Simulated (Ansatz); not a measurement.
`F[SiH2]C#[C][GeH3]` + `[SiH3]C[SiH2]Cl` → `F[SiH2]C[SiH2]Cl` + `[SiH3]C#[C][GeH3]`  (redistribution)

Computed with Ansatz on PBE0-D4/def2-TZVP structures; ΔE is electronic, products minus reactants. CCSD(T)/CBS is the MP2 limit (def2-TZVPP, def2-QZVPP) plus CCSD(T) − MP2 in def2-TZVPP, frozen cores. Functionals use def2-TZVPP. B3LYP here is the variant with VWN-RPA as its local correlation; programs differ in this. For Ge outer-core shells are correlated without core-valence functions, which leaves a few kJ/mol of doubt a bond. Scalar relativity is left out up to krypton. Each species was taken in one conformer, which may not be the lowest.

```csv
level,ΔE (kJ/mol)
B3LYP-D4,-2.0
r2SCANh,-2.9
```

Question: What does CCSD(T)/CBS give? (An estimate is asked.)

Answer: The calculation gave: -2.3 kJ/mol. The listed levels differ from it by 0.3, -0.6 kJ/mol.

Largest T1 diagnostic among the species: 0.013.

Leaving LDA and LC-ωPBE aside and taking each functional with its dispersion term where it has one, the values, not all of them listed here, spread over 1.5 kJ/mol, from ωB97X-V to BLYP-D4.
